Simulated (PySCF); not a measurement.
Ge(F)3(SH), SMILES [F][Ge]([F])([F])[SH] (HF3GeS), PBE0/def2-SVP optimised geometry.

```
6

F     -0.48    -1.95    -1.35
Ge    -0.05    -1.00     0.00
F     -0.56    -1.85     1.40
F      1.66    -1.00     0.00
S     -0.93     1.00     0.00
H     -1.66     0.68     1.09
```

Density from PBE0/def2-TZVP (PySCF 2.14.0) at that geometry.

Minimum of the electron density along straight lines between bonded atoms, close to the bond critical point (lines longer than 1.1 times the sum of covalent radii, or with two minima, are not listed):

```tsv
bond	length / Å	ρ at the minimum / e bohr⁻³	∇²ρ there / e bohr⁻⁵	position (fraction from the first atom)
F1–Ge2	1.712	0.152	0.88	0.52
Ge2–F3	1.715	0.151	0.87	0.48
Ge2–F4	1.711	0.153	0.89	0.48
Ge2–S5	2.174	?	?	0.44
S5–H6	1.353	0.211	?	0.65
```

Question: Some entries are withheld; supply them.

Answer: 
- Ge2–S5, ρ at the minimum / e bohr⁻³: 0.115
- Ge2–S5, ∇²ρ there / e bohr⁻⁵: 0.02
- S5–H6, ∇²ρ there / e bohr⁻⁵: -0.59
